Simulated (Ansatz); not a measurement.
Species: sum formula BN$_{2}$H$_{3}$Cl (charge -1, singlet). It need not be the lowest isomer of its formula. Whether it binds its extra electron was not tested at this geometry. 
Geometry from a B3LYP-D3(BJ)/def2-TZVP (Ansatz, an electronic-structure program) optimisation:
```
B
N 1 1.3435
H 2 1.0123 1 115.02
N 1 1.4645 2 128.84 3 176.12
H 4 1.0073 1 116.90 2 151.09
H 4 1.0100 5 111.59 1 132.50
Cl 1 1.9727 2 123.97 3 -2.79
```
Charge -1, spin multiplicity 1.

Basis-set convergence of Hartree-Fock and CCSD(T) correlation energies (hartree) with Ansatz. Valence correlation only, unless marked. No spin-orbit coupling. No relativistic terms. This anion needs diffuse functions, which these sets lack.

| basis | functions | E(HF) | E(corr, CCSD(T)) |
|---|---|---|---|
| cc-pV(D+d)Z | 80 | -594.94018 | -0.61714 |
| cc-pV(T+d)Z | 171 | -595.00407 | -0.78808 |
| cc-pV(Q+d)Z | 319 | -595.02159 | -0.84417 |
| cc-pV(5+d)Z | 538 | ? | ? |

**Question.** Fill in the missing entries.

**Answer.** 
- cc-pV(5+d)Z, E(HF): -595.02627
- cc-pV(5+d)Z, E(corr, CCSD(T)): -0.86282
